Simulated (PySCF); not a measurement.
**ORD: `CC[C@@H]1C[C@@H](F)[S@@]1=O`, C5H9FOS**

Molfile (atoms numbered from 1):
```
C5H9FOS
     RDKit          3D

 17 17  0  0  0  0  0  0  0  0999 V2000
    2.2902    0.2630   -0.0636 C   0  0  0  0  0  0  0  0  0  0  0  0
    0.9587   -0.4561   -0.2439 C   0  0  0  0  0  0  0  0  0  0  0  0
    0.0216   -0.1805    0.9131 C   0  0  2  0  0  0  0  0  0  0  0  0
   -1.3358   -0.8847    0.8564 C   0  0  0  0  0  0  0  0  0  0  0  0
   -2.1348    0.2902    0.3146 C   0  0  1  0  0  0  0  0  0  0  0  0
   -3.3313    0.5023    0.9325 F   0  0  0  0  0  0  0  0  0  0  0  0
   -0.7823    1.5234    0.7704 S   0  0  0  0  0  4  0  0  0  0  0  0
   -0.3442    2.1688   -0.4603 O   0  0  0  0  0  0  0  0  0  0  0  0
    2.1296    1.3372   -0.0275 H   0  0  0  0  0  0  0  0  0  0  0  0
    2.7771   -0.0501    0.8578 H   0  0  0  0  0  0  0  0  0  0  0  0
    2.9528    0.0431   -0.8965 H   0  0  0  0  0  0  0  0  0  0  0  0
    1.1231   -1.5345   -0.3246 H   0  0  0  0  0  0  0  0  0  0  0  0
    0.4924   -0.1129   -1.1701 H   0  0  0  0  0  0  0  0  0  0  0  0
    0.5366   -0.2760    1.8681 H   0  0  0  0  0  0  0  0  0  0  0  0
   -1.6996   -1.1487    1.8493 H   0  0  0  0  0  0  0  0  0  0  0  0
   -1.3601   -1.7758    0.2281 H   0  0  0  0  0  0  0  0  0  0  0  0
   -2.3011    0.3034   -0.7642 H   0  0  0  0  0  0  0  0  0  0  0  0
  1  2  1  0
  2  3  1  0
  3  4  1  0
  4  5  1  0
  5  6  1  0
  7  5  1  6
  7  8  2  0
  7  3  1  0
  1  9  1  0
  1 10  1  0
  1 11  1  0
  2 12  1  0
  2 13  1  0
  3 14  1  1
  4 15  1  0
  4 16  1  0
  5 17  1  6
M  END
```

Level of theory: TDDFT BHandHLYP/def2-SVPD circular dichroism and optical rotation, one conformer, gas phase (PySCF 2.14.0). Geometry: GFN2-xTB.

The molecule is flexible and this is one conformer; a measurement averages over conformers. States above about 8.2 eV (minus the energy of the highest occupied orbital) lie near or above the ionisation threshold and depend on the basis.

Stereocentres: C3 R, C5 S, S7 R.

**Question.** Give the optical rotatory dispersion at 633, 589.3, 546, 436, 405, 365, 355 nm.

**Answer.** [α] in deg dm⁻¹ (g/mL)⁻¹:
| λ (nm) | origin-invariant length gauge | modified velocity gauge | length gauge (centre of mass) | isotropic polarisability (au) |
| --- | --- | --- | --- | --- |
| 633 | +148.8 | +161.1 | +148.2 | 81.2 |
| 589.3 | +174.8 | +189.5 | +174.2 | 81.5 |
| 546 | +208.3 | +226.2 | +207.5 | 81.8 |
| 436 | +358.8 | +392.7 | +357.1 | 83.2 |
| 405 | +433.9 | +477.1 | +431.7 | 83.9 |
| 365 | +574.8 | +638.0 | +571.4 | 85.0 |
| 355 | +621.4 | +692.3 | +617.6 | 85.4 |

**Question.** And for the mirror image at 589.3 nm?

**Answer.** -174.8 deg dm⁻¹ (g/mL)⁻¹ (origin-invariant length gauge): the same size and the opposite sign.

**Question.** What is the molar rotation [Φ] = [α]·M/100 of the geometry above at 589.3 nm?

**Answer.** With M = 136.18 g/mol, +238.0 deg cm² dmol⁻¹ (origin-invariant length gauge).

The first excitation lies at 5.43 eV (228 nm) with R = -7.6 × 10⁻⁴⁰ esu² cm² (velocity form).
